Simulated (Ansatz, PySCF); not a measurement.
System: CH$_{4}$N, charge -1, multiplicity 1. 
Coordinates optimised at B3LYP-D3(BJ)/def2-TZVP (Ansatz, a quantum-chemistry and plane-wave program):
```xyz
6

C     -0.5715     0.1438     0.1208
N      0.7349    -0.2874    -0.2334
H     -0.8770     0.1203     1.2200
H     -1.3244    -0.5103    -0.3625
H     -0.9048     1.1911    -0.1860
H      1.3910     0.3481     0.2377
```
Charge -1, spin multiplicity 1.

Total electronic energies in hartree. Correlated levels leave the core frozen unless marked. Spin-orbit coupling is left out. Non-relativistic. Basis-set limits of correlation are two-point, X^-3; Hartree-Fock from the larger set.

| level | program | energy (Eh) |
|---|---|---|
| HF/def2-TZVPP | Ansatz | -94.57647 |
| HF-D3(BJ)/def2-TZVPD | PySCF + dftd3 | -94.60332 |
| BP86/def2-TZVPD | PySCF | -95.24698 |
| TPSS/def2-TZVPD | PySCF | -95.25406 |
| TPSS-D3(BJ)/def2-TZVPD | PySCF + dftd3 | -95.25665 |
| M06-L/def2-TZVPD | PySCF | -95.21850 |
| B97M-V/def2-TZVPD | Ansatz | -95.22552 |
| PBE0-D3(BJ)/def2-TZVPD | Ansatz + dftd3 | -95.12093 |
| PW6B95-D4/def2-TZVPD | PySCF + dftd4 | -95.35189 |
| B2PLYP-D4/def2-TZVPD | Ansatz + dftd4 | (withheld) |
| MP2/CBS(def2-TZVPPD,def2-QZVPPD) | Ansatz | -95.0573 |
| RI-MP2/aug-cc-pVTZ | Ansatz | -95.01442 |
| SCS-MP2/aug-cc-pVDZ | Ansatz | -94.92055 |
| SCS-MP2/aug-cc-pVTZ | Ansatz | -95.01466 |
| SCS-MP2/cc-pVTZ | Ansatz | -94.98387 |
| CCSD/def2-SVP | Ansatz | -94.80377 |
| CCSD/cc-pVQZ | Ansatz | -95.03999 |
| CCSD/def2-QZVPP | Ansatz | -95.04541 |
| CCSD/CBS(def2-TZVPPD,def2-QZVPPD) | Ansatz | -95.0648 |
| CCSD(T)/aug-cc-pVTZ | Ansatz | -95.04922 |
| CCSD(T)/cc-pVTZ | Ansatz | -95.01936 |
| CCSD(T)/cc-pwCVTZ | Ansatz | -95.02478 |
| CCSD(T)/CBS(def2-TZVPPD,def2-QZVPPD) | Ansatz | -95.0866 |

**Question.** Fill in the missing entries.

**Answer.** 
- B2PLYP-D4/def2-TZVPD, energy (Eh): -95.15176
